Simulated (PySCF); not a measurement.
# Low-lying terms of N⁵⁺ (nitrogen, charge +5)

Ground state 1s2, ¹S. All numbers are calculated (PySCF 2.14, scalar relativity by spin-free X2C-1e, in aug-cc-pCVTZ-DK with one added diffuse shell each of s, p, d, f type (8s7p5d3f, 75 functions)). Vertical excitation energies in eV without spin-orbit coupling; excited terms of each kind are numbered among those the solver found. Frozen: nothing.

| term | leading excitation | EOM-EE-CCSD |
| --- | --- | --- |
| 1 3S | 1s → s | 419.78 |
| 1 1S | 1s → s | 426.42 |
| 1 3P° | 1s → p | 426.46 |
| 1 1P° | 1s → p | 430.84 |
| 2 3S | 1s → s | 495.00 |
| 2 1S | 1s → s | 496.76 |
| 2 3P° | 1s → p | 497.07 |
| 1 3D | 1s → d | 497.76 |
| 1 1D | 1s → d | 497.79 |
| 2 1P° | 1s → p | 498.35 |
| 1 3F° | 1s → f | 521.56 |
| 1 1F° | 1s → f | 521.56 |
| 2 3D | 1s → d | 521.63 |
| 2 1D | 1s → d | 521.65 |

Doubly excited terms such as np² are absent. The solver can miss terms.
